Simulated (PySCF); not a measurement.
**How methods differ on the ionisation energy of V⁺**

V⁺ [Ar] 3d4 (5D) → V²⁺ [Ar] 3d3 (4F), as a difference of total energies. Computed with PySCF 2.14 in pcseg-2 (6s4p3d2f1g, 56 functions), with no relativity, point nucleus. Correlated levels: valence: [Ar] frozen. The calculations carry no spin-orbit coupling.

Question: Order these methods by the ionisation energy they give, lowest first.
A. SCS-MP2 (valence)
B. MP2 (valence)
C. LDA
D. UHF

Answer: D (13.218 eV), A (13.461 eV), B (13.947 eV), C (15.823 eV).

These non-relativistic numbers lack the scalar-relativistic shift.

The reference lies between the lowest fine-structure levels, while these numbers refer to the centres of the terms.

Errors of the correlated levels include the incompleteness of this basis and the frozen core.

For comparison: 14.634 ± 0.007 eV (measured; NIST Atomic Spectra Database, ionization energies).
